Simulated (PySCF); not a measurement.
Compound: C8H14.
Atom-mapped SMILES: `[CH2:1]=[CH:2]/[CH:3]=[CH:4]/[C:5]([CH3:6])([CH3:7])[CH3:8]` (hydrogens: H9, H10 on C1; H11 on C2; H12 on C3; H13 on C4; H14, H15, H16 on C6; H17, H18, H19 on C7; H20, H21, H22 on C8)

Geometry (PBE0-D3(BJ)/def2-SVP, Å), atoms numbered from 1 in this order:
```
atom  x, y, z in Å
C1     3.5609   -0.2707   -1.3086
C2     2.6119   -0.1130   -0.3747
C3     1.1823   -0.1546   -0.6343
C4     0.2476    0.0064    0.3163
C5    -1.2511   -0.0213    0.1550
C6    -1.8068   -1.1401    1.0492
C7    -1.8090    1.3281    0.6327
C8    -1.6790   -0.2655   -1.2906
H9     4.6231   -0.2304   -1.0576
H10    3.3020   -0.4460   -2.3574
H11    2.9111    0.0608    0.6661
H12    0.8823   -0.3292   -1.6732
H13    0.5907    0.1802    1.3457
H14   -1.5178   -0.9897    2.1013
H15   -1.4274   -2.1233    0.7317
H16   -2.9073   -1.1639    1.0024
H17   -1.4296    2.1536    0.0115
H18   -1.5225    1.5311    1.6766
H19   -2.9095    1.3338    0.5786
H20   -1.3064   -1.2320   -1.6629
H21   -2.7771   -0.2785   -1.3654
H22   -1.3070    0.5255   -1.9597
```

Theory: PySCF, PBE0-D3(BJ)/def2-SVP geometry optimisation, gas phase.

Take the most abundant isotopes and a rigid rotor. The values belong to one conformer with, in the numbering `[CH2:1]=[CH:2]/[CH:3]=[CH:4]/[C:5]([CH3:6])([CH3:7])[CH3:8]`, C1–C2–C3–C4 180°.

(1) Give the principal moments of inertia and the rotational constants in cm⁻¹.

(2) What kind of rotor is it?

(3) Is it planar, by Δ = Ic − Ia − Ib?

(4) Which lines would a microwave search look for?

Answers

(1) Ia = 122.02, Ib = 543.38, Ic = 555.00 u·Å²; 505379 MHz·u·Å²/I gives 4142, 930.1 and 910.6 MHz, that is A = 0.13815, B = 0.03102, C = 0.03037 cm⁻¹.

(2) A near-prolate asymmetric top; Ray's κ = -0.988.

(3) Not planar: Δ = Ic − Ia − Ib = -110.40 u·Å². For a rigid frame Δ = −2 Σ m c², so Σ m c² = 55.20 u·Å² lies off the ab plane: 17.61 from hydrogen and 37.59 from heavier atoms. The atom farthest from that plane is 2.17 Å away.

(4) The dipole components are |μa| = 0.65 D, |μb| = 0.04 D, |μc| = 0.00 D; the mirror of this Cs structure is the ab plane, so μc vanishes by symmetry and there are no c-type lines. The squared components, which scale the intensities, stand as 1.00 : 0.00 (a : b). Some lines, for components of 0.1 D or more:

```csv
type,branch,"J(Ka,Kc)",MHz,lower level (cm⁻¹)
a,R,"2(0,2) ← 1(0,1)",3681,0.061
a,R,"2(1,1) ← 1(1,0)",3701,0.169
a,R,"3(1,3) ← 2(1,2)",5493,0.291
a,R,"3(0,3) ← 2(0,2)",5522,0.184
a,R,"3(2,2) ← 2(2,1)",5522,0.614
a,R,"3(2,1) ← 2(2,0)",5522,0.614
a,R,"3(1,2) ← 2(1,1)",5551,0.293
a,R,"4(0,4) ← 3(0,3)",7362,0.368
a,R,"4(2,3) ← 3(2,2)",7363,0.798
a,R,"4(3,1) ← 3(3,0)",7363,1.335
a,R,"5(1,5) ← 4(1,4)",9154,0.718
a,R,"5(2,4) ← 4(2,3)",9203,1.044
a,R,"5(4,2) ← 4(4,1)",9203,2.333
a,R,"5(2,3) ← 4(2,2)",9205,1.044
```

No PBE0-D3(BJ)/def2-SVP frequencies stand behind this structure, so it isn't proved a minimum. Constants of a rigid frame at the computed geometry: no zero-point averaging, no centrifugal distortion. A rigid rotor knows nothing of internal rotation, which can split or shift real lines.

The run took 81 s on Arm Neoverse V1, one thread (shared host). These figures are those of the optimisation.
